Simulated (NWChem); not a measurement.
H2 cation, doublet

Computed with NWChem. Spin-unrestricted. No stability test was run on the SCF state. The level has its own optimisation; frequencies are unscaled.

### Question
Estimate the computed values for PBE/pcseg-2. Quantities: highest harmonic frequency (cm⁻¹); zero-point energy (kcal/mol).

### Answer
```yaml
highest harmonic frequency (cm⁻¹): 1916
zero-point energy (kcal/mol): 2.7
```
